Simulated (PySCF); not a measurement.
C5H6FNO (charge +1 and doublet state).
Numbering: `[CH3:1][NH+:2][c:3]1[cH:4][o:5][c:6]([F:7])[cH:8]1` (hydrogens: H9, H10, H11 on C1; H12 on N2; H13 on C4; H14 on C8)

Structure used (GFN2-xTB), in Å, numbered top down from 1:
```xyz
14
C5H6FNO angstrom
C      2.061   -0.548    0.301
N      1.171    0.443   -0.207
C     -0.157    0.346   -0.180
C     -1.076    1.306   -0.682
O     -2.308    0.894   -0.494
C     -2.243   -0.314    0.120
F     -3.372   -0.884    0.395
C     -0.964   -0.712    0.342
H      1.810   -1.535   -0.096
H      3.086   -0.299    0.037
H      1.987   -0.617    1.393
H      1.574    1.287   -0.598
H     -0.919    2.254   -1.166
H     -0.650   -1.621    0.812
```

The hyperfine couplings belong to this conformer and change with its torsions.

Level of theory: PySCF, UKS B3LYP, pcH-1 on C F H N O, non-relativistic, mean-field spin-orbit, GIAO. Geometry: GFN2-xTB, one conformer, isolated ion. GFN2-xTB frequencies show an imaginary mode (59i cm⁻¹), so this geometry is no minimum at that level. A GFN2-xTB geometry isn't a minimum of the functional, and hyperfine couplings can be far from their values at a DFT geometry, by a factor of two or more for some ions and for spin on atoms past the first row. Stability of the SCF solution: not tested.

Task: Give the principal g shifts and their parts.

Result: 
| Δg (ppm) | 1 | 2 | 3 |
| --- | --- | --- | --- |
| relativistic mass correction | -205 | -205 | -205 |
| gauge correction | 2 | 49 | 42 |
| orbital Zeeman/spin–orbit | -31 | 713 | 1955 |
| total | -234 | 557 | 1791 |

So g = 2.00209, 2.00288, 2.00411 and g_iso = 2.00302; the tensor is rhombic: the two nearest values differ by 39 % of g3 − g1. Axes: g2 points within 3° of the N2–C3 bond and g3 points within 4° of the O5–C6 bond.

Task: At 33.993 GHz, how far is the centre of the isotropic spectrum from where a free electron (g = 2.002319) resonates?

Result: B = hν/(g μB) with μB/h = 13.99624 MHz/mT gives 1212.95 mT for the free electron and 1212.53 mT at g_iso, 0.43 mT lower.

Task: Average each term over the three axes. Which is largest in size?

Result: The orbital-Zeeman/spin–orbit term 879, the mass correction -205 and the gauge correction 31 ppm, for a total of 705 ppm. The orbital-Zeeman/spin–orbit term is the largest in size. The mass correction is the same along every axis, so the anisotropy comes from the other two: their spans along these axes are 48 (gauge) and 1985 ppm (orbital Zeeman/spin–orbit).

Task: What effective moment and Curie constant follow for a powder?

Result: With the mean of g² = 4.0121 and S(S+1) = 0.75: μ_eff = √(⟨g²⟩S(S+1)) = 1.735 μB and χT = 0.12505·⟨g²⟩·S(S+1) = 0.376 cm³ K/mol (cgs; spin-Hamiltonian part alone).

Task: In a frozen sample, at which fields do the three g values resonate at 9.5, 34, 94 and 263 GHz (hyperfine left aside), and which band first spreads them over more than twice a line width of 0.3 mT?

Result: 
```tsv
band	GHz	B(g3) mT	B(g2) mT	B(g1) mT	spread mT
X	9.5	338.68	338.89	339.02	0.34
Q	34.0	1212.12	1212.87	1213.35	1.23
W	94.0	3351.16	3353.22	3354.55	3.39
J	263.0	9376.11	9381.88	9385.59	9.49
```

The spread grows in proportion to the frequency. Q band is the first where it exceeds 0.6 mT.

Largest spin populations (Mulliken): C4 (+0.57), N2 (+0.33) and C6 (+0.11). The angles at C4 add up to 360.0°, so it is planar; its axial dipolar tensor and the negative coupling of its proton fit spin in a p orbital normal to that plane.

The HOMO–LUMO gaps are 6.10 eV among the α and 3.17 eV among the β orbitals.

Time: 64 s wall (with the writing of density and orbital grids); peak memory 0.95 GiB. Hardware: one thread of an Arm Neoverse V1, on a shared host.

The SMILES draws the unpaired electron on N2; the largest computed Mulliken spin population is on C4 (0.57 against 0.33).
